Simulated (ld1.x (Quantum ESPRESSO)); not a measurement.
# Hg (Z = 80): one change to an RRKJ potential, before and after

ld1.x (Quantum ESPRESSO) 7.5 input, shortened:

```
&input
   title='Hg', zed=80., rel=1, dft='PBESOL', iswitch=3,
   config='[Xe] 4f14 5d10 6s0.5 6p0'
 /
 &inputp
   pseudotype=2, tm=.false., lloc=-1, rcloc=1.25,
   nlcc=.true.
 /
3
6S  1  0   0.50   0.00  1.90  1.90  0.0
5P  2  1   6.00   0.00  1.75  1.75  0.0
5D  3  2  10.00   0.00  1.60  1.60  0.0
 &test
   configts(1)='5p6 5d10 6s0.5 6p0'
 /
```

All-electron outer shells of the reference configuration (PBEsol, scalar-relativistic, ld1.x):

```
shell  level (eV)  outermost node (bohr)  outermost maximum (bohr)
   4f     -109.96                      –                      0.37
   5p      -80.62                   0.51                      0.93
   5d      -23.74                   0.55                      1.17
   6s      -18.99                   1.07                      2.10
   6p      -10.97                   1.26                      2.73
```

Change: local potential all-electron potential smoothed inside 1.16 bohr (lloc = -1).

Cutoffs: the cutoffs (Ry, on a coarse ladder) from which the occupation-weighted sum of valence levels, in a spherical-Bessel basis at the reference potential, stays within 10 and 1 mRy of its value at 400 Ry; they do not see the model core or the augmentation charge, which bear on the density cutoff. Errors are all-electron minus pseudo energies relative to the spin-unpolarised reference configuration.

Q: Predict the effect on cutoff, ghosts and configuration errors.

A: The potential gets neither clearly harder nor softer (45 Ry and 70 Ry → 45 Ry and 70 Ry); both files keep a bound ghost (s); of the 6 tests that both files solve, the error grows in 3 and shrinks in 1 by more than 15 % and 0.3 meV (median size 7.3 → 6.1 meV).

```csv
quantity,base,changed
"cutoff, loose",45 Ry,45 Ry
"cutoff, tight",70 Ry,70 Ry
bound ghosts,s,s
"tests counted (converged, no solver errors)",6 of 7,6 of 7
"error for 5p6 5d10 6s2 6p0, meV [ΔE -19.17 eV]",-7.6,-5.0
"error for 5p6 5d10 6s1 6p0, meV [ΔE -8.43 eV]",+0.6,+0.8
"error for 5p6 5d10 6s0 6p0, meV [ΔE 10.58 eV]",-7.1,-7.1
"error for 5p6 5d10 6s0 6p1, meV [ΔE -0.92 eV]",+289,+367
"error for 5p6 5d10 6s1 6p1, meV [ΔE -13.04 eV]",+171,+217
"error for 5p6 5d8 6s0 6p0, meV [ΔE 95.91 eV]",+2.0,+4.2
s: phases at 2.04 bohr within 0.05 rad from the reference energy up to (Ry; the scan ends near 5),-0.2,-0.7
p: phases at 2.04 bohr within 0.05 rad from the reference energy up to (Ry; the scan ends near 5),-1.0,-1.1
d: phases at 2.04 bohr within 0.05 rad from the reference energy up to (Ry; the scan ends near 5),3.4,3.3
```

Base: Tests not counted: 5p5 5d10 6s2 6p0 (solver errors, printed error -18.1 eV). Changed file: Tests not counted: 5p5 5d10 6s2 6p0 (solver errors, printed error -2459 eV). A true bound ghost makes a file unfit for plane-wave use even where its test errors are small: the radial tests pick states by their node count and pass the ghost by. Where a test does run into it, the solver fails or the error is huge.
